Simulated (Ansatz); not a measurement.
Consider the ligand exchange at the Hf–F bond: `C[N](C)[Hf]([F])([N](C)C)[N](C)C` + HBr → `C[N](C)[Hf]([Br])([N](C)C)[N](C)C` + H–F.

Gas-phase electronic energies from Ansatz, PBE0-D4/def2-TZVP geometries. CCSD(T)/CBS adds triple-zeta CCSD(T) − MP2 to the extrapolated MP2 energy (def2 sets, frozen cores). This one scheme is used for every species. Functionals use def2-TZVPP. Elements past krypton have def2 core potentials. For Br, Hf outer-core shells are correlated without core-valence functions, which leaves a few kJ/mol of doubt a bond. Scalar relativity is left out up to krypton. Each species was taken in one conformer, which may not be the lowest.

| level | ΔE (kJ/mol) |
| --- | --- |
| BLYP | 19.0 |
| PBE0 | -3.0 |
| r2SCANh | -3.0 |
| CCSD(T)/def2-TZVPP | -13.6 |

Question: What does CCSD(T)/CBS give? (Best estimate.)

Answer: The calculation gave: -17.0 kJ/mol. The listed levels differ from it by 36.0, 14.0, 14.0, 3.4 kJ/mol.

Largest T1 diagnostic among the species: 0.014.

In def2-TZVPP, CCSD(T) changes the Hartree–Fock value by −11.2 kJ/mol (the triples alone add −3.6 kJ/mol) and MP2 by −22.0 kJ/mol. From r2SCAN to r2SCAN0 (25 % exact exchange), in def2-TZVPP and without D4, ΔE moves by −6.6 kJ/mol.
